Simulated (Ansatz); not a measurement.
```yaml
atoms:
  - { symbol: C, position_ang: [0.0000, 0.0000, -0.4780] }
  - { symbol: C, position_ang: [0.0000, 0.0000, 0.8219] }
  - { symbol: H, position_ang: [0.0000, -0.9481, -1.0317] }
  - { symbol: H, position_ang: [0.0000, 0.9481, -1.0317] }
```

Basis set: def2-TZVP (spherical functions). Frozen core: 2 orbitals. Charge 0, multiplicity 1.

Computed with Ansatz (development build ahead of 0.2.0); each method stands on the lowest determinant of its kind that the runs found. Restricted open shells among the atoms or ions are ROHF, correlated in semicanonical orbitals with singles.

The atomization energy at this shape (free ground-state atoms in the same class of orbitals less the molecule, no zero-point energy) of singlet C2H2:

```json
{"method": "RHF", "atomization energy": "1103.8 kJ/mol"}
```

Q: What does RHF-MP2 give?

A: 1457.2 kJ/mol.
